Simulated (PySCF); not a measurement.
## Electronic structure of Sn⁺ (tin, charge +1) at the r2SCAN level

Configuration: [Kr] 4d10 5s2 5p1, 2P determinant. Calculation: PySCF 2.14, in aug-cc-pVTZ-DK3; scalar relativity by spin-free X2C-1e.

| Item | Value |
| --- | --- |
| Total energy | -6176.00 hartree |
| One-electron energy | -8475.44 hartree |
| Hartree (Coulomb) energy | 2466.00 hartree |
| Exchange-correlation energy | -166.55 hartree |
| ⟨S²⟩ | 0.7546 |
| ⟨L²⟩ | 2.015 |
| Sum of ⟨r⟩ | 32.23 bohr |
| Sum of ⟨r²⟩ | 45.10 bohr² |
| Traceless quadrupole moment −½Σ⟨3z² − r²⟩ along its main axis | -3.78 e·bohr² |
| Langevin diamagnetic susceptibility | -35.7 ×10⁻⁶ cm³/mol |

```json
{"shell": "1s α", "electrons": "1", "mean orbital energy (hartree)": "-1066.35689", "spread (hartree)": "0", "rms radius, mean of both spins (bohr)": "0.0333"}
{"shell": "1s β", "electrons": "1", "mean orbital energy (hartree)": "-1066.35585", "spread (hartree)": "0", "rms radius, mean of both spins (bohr)": "0.0333"}
{"shell": "2s β", "electrons": "1", "mean orbital energy (hartree)": "-161.84541", "spread (hartree)": "0", "rms radius, mean of both spins (bohr)": "0.136"}
{"shell": "2s α", "electrons": "1", "mean orbital energy (hartree)": "-161.84518", "spread (hartree)": "0", "rms radius, mean of both spins (bohr)": "0.136"}
{"shell": "2p α", "electrons": "3", "mean orbital energy (hartree)": "-145.31635", "spread (hartree)": "0.00119", "rms radius, mean of both spins (bohr)": "0.121"}
{"shell": "2p β", "electrons": "3", "mean orbital energy (hartree)": "-145.31591", "spread (hartree)": "0.00243", "rms radius, mean of both spins (bohr)": "0.121"}
{"shell": "3s α", "electrons": "1", "mean orbital energy (hartree)": "-31.71911", "spread (hartree)": "0", "rms radius, mean of both spins (bohr)": "0.362"}
{"shell": "3s β", "electrons": "1", "mean orbital energy (hartree)": "-31.71855", "spread (hartree)": "0", "rms radius, mean of both spins (bohr)": "0.362"}
{"shell": "3p α", "electrons": "3", "mean orbital energy (hartree)": "-26.26332", "spread (hartree)": "0.00519", "rms radius, mean of both spins (bohr)": "0.363"}
{"shell": "3p β", "electrons": "3", "mean orbital energy (hartree)": "-26.26261", "spread (hartree)": "0.00677", "rms radius, mean of both spins (bohr)": "0.363"}
{"shell": "3d α", "electrons": "5", "mean orbital energy (hartree)": "-17.83627", "spread (hartree)": "0.00457", "rms radius, mean of both spins (bohr)": "0.342"}
{"shell": "3d β", "electrons": "5", "mean orbital energy (hartree)": "-17.83567", "spread (hartree)": "0.00607", "rms radius, mean of both spins (bohr)": "0.342"}
{"shell": "4s α", "electrons": "1", "mean orbital energy (hartree)": "-5.34745", "spread (hartree)": "0", "rms radius, mean of both spins (bohr)": "0.873"}
{"shell": "4s β", "electrons": "1", "mean orbital energy (hartree)": "-5.34619", "spread (hartree)": "0", "rms radius, mean of both spins (bohr)": "0.873"}
{"shell": "4p α", "electrons": "3", "mean orbital energy (hartree)": "-3.68926", "spread (hartree)": "0.01474", "rms radius, mean of both spins (bohr)": "0.948"}
{"shell": "4p β", "electrons": "3", "mean orbital energy (hartree)": "-3.68821", "spread (hartree)": "0.01769", "rms radius, mean of both spins (bohr)": "0.948"}
{"shell": "4d α", "electrons": "5", "mean orbital energy (hartree)": "-1.27451", "spread (hartree)": "0.01545", "rms radius, mean of both spins (bohr)": "1.19"}
{"shell": "4d β", "electrons": "5", "mean orbital energy (hartree)": "-1.27116", "spread (hartree)": "0.02097", "rms radius, mean of both spins (bohr)": "1.19"}
{"shell": "5s α", "electrons": "1", "mean orbital energy (hartree)": "-0.67378", "spread (hartree)": "0", "rms radius, mean of both spins (bohr)": "2.46"}
{"shell": "5s β", "electrons": "1", "mean orbital energy (hartree)": "-0.64390", "spread (hartree)": "0", "rms radius, mean of both spins (bohr)": "2.46"}
{"shell": "5p α", "electrons": "1", "mean orbital energy (hartree)": "-0.40194", "spread (hartree)": "0", "rms radius, mean of both spins (bohr)": "3.08"}
```

Densities and radii are taken from the X2C orbitals without a picture-change correction, which distorts them close to the nucleus.
